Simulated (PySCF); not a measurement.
## Telling isomers of C₇H₁₀O₂Si apart by NMR

PySCF 2.14.0 with density-fitted response routines calculation with shieldings: GIAO PBE0/pcSseg-1 and GFN2-xTB structure; one computed conformer, averaged over atoms made equivalent by symmetry, fast rotation or ring inversion, no solvent, no relativistic terms.

δ = σ(ref) − σ, references computed at the same level: 1H (31.72 ppm), 13C (186.93 ppm) vs TMS. Where no couplings were computed, multiplicities follow the n + 1 count of equivalent neighbours, and m marks all less simple cases (inequivalent or close neighbours, rings, F or P nearby). Acid and N–H amide carbonyl carbons lie up to 10 ppm further downfield in solution (hydrogen bonding). Shifts are as computed. Against solution values, carbons near 30 ppm lie about +3 ppm off and those near 130 ppm about +5 ppm. Of 1309 compounds with measured shifts, 239 miss one by over three times the rms of a fit or turn the order of signals round; such compounds aren't used in these exercises. OH and NH positions are gas-phase values without hydrogen bonding to other molecules.

(1) Tabulate the signals of `OCc1ccc([SiH2]O)cc1`, `C=C(C)/C=C(/C=O)[SiH2]C=O`, `CC#C[Si@@]1(C)C[C@H]1C(=O)O`, `C=CC#CC(=O)[C@@H]([SiH3])OC`, `C=C(C)/C=C(\C=O)[SiH2]C=O` and their relative energies.

(2) What is the quickest way to tell C=C(C)/C=C(/C=O)[SiH2]C=O from C=CC#CC(=O)[C@@H]([SiH3])OC?

(3) What is the quickest way to tell C=CC#CC(=O)[C@@H]([SiH3])OC from C=C(C)/C=C(\C=O)[SiH2]C=O?

(4) What is the quickest way to tell C=C(C)/C=C(/C=O)[SiH2]C=O from C=C(C)/C=C(\C=O)[SiH2]C=O?

Answers

(1) 
| SMILES | carbon types | δC | δH | E rel. (kcal/mol) |
| --- | --- | --- | --- | --- |
| OCc1ccc([SiH2]O)cc1 | 2×C 4×CH 1×CH2 | 150.0, 142.1, 141.1, 134.3, 72.2 | 7.97 (d, 2H), 7.75 (d, 2H), 5.41 (s, 2H), 4.82 (s, 2H), 1.16 (br s, 1H), 0.28 (br s, 1H) | 0.0 |
| C=C(C)/C=C(/C=O)[SiH2]C=O | 2×C 3×CH 1×CH2 1×CH3 | 233.4, 205.0, 175.2, 152.4, 146.0, 141.0, 24.9 | 12.13 (t, 1H), 9.54 (s, 1H), 7.68 (s, 1H), 6.11 (m, 1H), 6.00 (m, 1H), 4.55 (d, 2H), 2.20 (s, 3H) | 67.0 |
| CC#C[Si@@]1(C)C[C@H]1C(=O)O | 3×C 1×CH 1×CH2 2×CH3 | 179.8, 113.4, 78.9, 18.4, 9.7, 5.9, -4.3 | 5.64 (br s, 1H), 2.06 (s, 3H), 1.97 (m, 1H), 1.67 (m, 1H), 0.92 (m, 1H), 0.41 (s, 3H) | 44.2 |
| C=CC#CC(=O)[C@@H]([SiH3])OC | 3×C 2×CH 1×CH2 1×CH3 | 195.6, 146.1, 124.3, 100.5, 94.7, 86.9, 62.5 | 6.59 (m, 1H), 6.37 (m, 1H), 6.32 (m, 1H), 3.94 (m, 3H), 3.90 (m, 1H), 3.65 (s, 3H) | 102.4 |
| C=C(C)/C=C(\C=O)[SiH2]C=O | 2×C 3×CH 1×CH2 1×CH3 | 236.4, 198.8, 167.0, 151.5, 148.2, 133.8, 25.0 | 12.24 (t, 1H), 10.03 (s, 1H), 7.72 (s, 1H), 5.81 (br s, 1H), 5.42 (br s, 1H), 4.30 (d, 2H), 2.07 (s, 3H) | 68.2 |

Energies are electronic energies at PBE0/pcSseg-1 on these geometries, without zero-point or thermal terms, each for the one conformer computed, which needn't be the lowest.

(2) Both give the same number of carbon signals, but DEPT or the intensities differ. The first has a carbonyl carbon (CH) at 233.4 ppm, the second an sp3 CH bonded to O and Si, α to a carbonyl at 86.9 ppm. Their most deshielded carbons lie at 233.4 and 195.6 ppm. In the proton spectra the most deshielded non-exchanging signals are 12.13 (t, 1H) and 6.59 (m, 1H).

(3) Both give the same number of carbon signals, but DEPT or the intensities differ. The first has an sp3 CH bonded to O and Si, α to a carbonyl at 86.9 ppm, the second a carbonyl carbon (CH) at 236.4 ppm. Their most deshielded carbons lie at 195.6 and 236.4 ppm. In the proton spectra the most deshielded non-exchanging signals are 6.59 (m, 1H) and 12.24 (t, 1H).

(4) Both give the same number of carbon signals, with the same numbers of each carbon type, so the positions decide. The first has a β carbon of a C=C–C=O unit (CH) at 175.2 ppm, the second a β carbon of a C=C–C=O unit (CH) at 167.0 ppm. Their most deshielded carbons lie at 233.4 and 236.4 ppm.
